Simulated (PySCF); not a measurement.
C₄H₅FO, SMILES FC1(CC1)C=O. Atoms are numbered in the order given.

```xyz
11

O     -0.2910     2.0249     0.0000
C      0.5524     1.1620     0.0000
C      0.2429    -0.2948     0.0000
F      1.3635    -1.0772     0.0000
C     -0.9650    -0.7931     0.7506
C     -0.9650    -0.7931    -0.7506
H      1.6498     1.3863     0.0000
H     -0.8350    -1.7500     1.2623
H     -1.5574    -0.0378     1.2737
H     -0.8350    -1.7500    -1.2623
H     -1.5574    -0.0378    -1.2737
```
Charge 0, spin multiplicity 1.

Coordinates come from a B3LYP-D3(BJ)/def2-SVP optimisation. Other conformers were not sampled.

These are PySCF with KT2/pcSseg-1 values and carry that method's errors.

GIAO shieldings, no solvent; atoms alike by connectivity are averaged. δ = σ(ref) − σ: ¹⁷O against H2O (σ = 330.4 ppm); ¹³C against TMS (σ = 185.1 ppm); ¹⁹F against CFCl3 (σ = 127.1 ppm); ¹H against TMS (σ = 31.47 ppm), references at their B3LYP-D3(BJ)/def2-TZVP geometries, non-relativistic.

Estimate the chemical shifts. (The exact figures need the calculation; the answer reports its results.)


```csv
nucleus,atoms,count,δ (ppm)
¹⁷O,O1,1,601.8
¹³C,C2,1,196.6
¹³C,C3,1,86.2
¹³C,"C5, C6",2,24.2
¹⁹F,F4,1,-260.7
¹H,H7,1,10.69
¹H,"H8, H9, H10, H11",4,1.70
```
